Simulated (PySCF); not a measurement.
AlClH4O2Si, SMILES [OH][Al]([OH])[SiH2]Cl.

Geometry optimised at TPSSh-D3(BJ)/def2-SVP. The structure was generated by enumeration; whether it is a known compound was not checked. The values are those of a single conformer.

Computed with PySCF with TDA-PBE/def2-SVPD.

Vertical excitations. Isolated molecule, no solvent.

| state | energy (eV) | λ (nm) | f | main pairs |
|---|---|---|---|---|
| S1 | 5.38 | 230 | 0.029 | HOMO→LUMO 93 % |
| S2 | 5.44 | 228 | 0.017 | HOMO→LUMO+1 94 % |
| S3 | 5.60 | 221 | 0.131 | HOMO→LUMO+2 92 % |
| S4 | 5.88 | 211 | 0.012 | HOMO−1→LUMO 61 %, HOMO−2→LUMO 35 % |
| S5 | 5.95 | 208 | 0.001 | HOMO−1→LUMO+1 82 %, HOMO−2→LUMO+1 16 % |
| S6 | 6.05 | 205 | 0.003 | HOMO−2→LUMO+1 67 %, HOMO−1→LUMO+2 19 %, HOMO−1→LUMO+1 11 % |
| S7 | 6.12 | 203 | 0.027 | HOMO−2→LUMO 54 %, HOMO−1→LUMO 30 % |
| S8 | 6.12 | 203 | 0.003 | HOMO−1→LUMO+2 80 %, HOMO−2→LUMO+1 14 % |
| S9 | 6.18 | 200 | 0.002 | HOMO−2→LUMO+2 95 % |
| S10 | 6.26 | 198 | 0.000 | HOMO−3→LUMO 98 % |
| T1 | 4.48 | 277 | 0 | HOMO→LUMO 98 % |
| T2 | 4.81 | 258 | 0 | HOMO→LUMO+1 98 % |
| T3 | 5.10 | 243 | 0 | HOMO→LUMO+2 98 % |
| T4 | 5.52 | 225 | 0 | HOMO−1→LUMO 75 %, HOMO−2→LUMO 24 % |
Triplets are in the Tamm–Dancoff approximation.
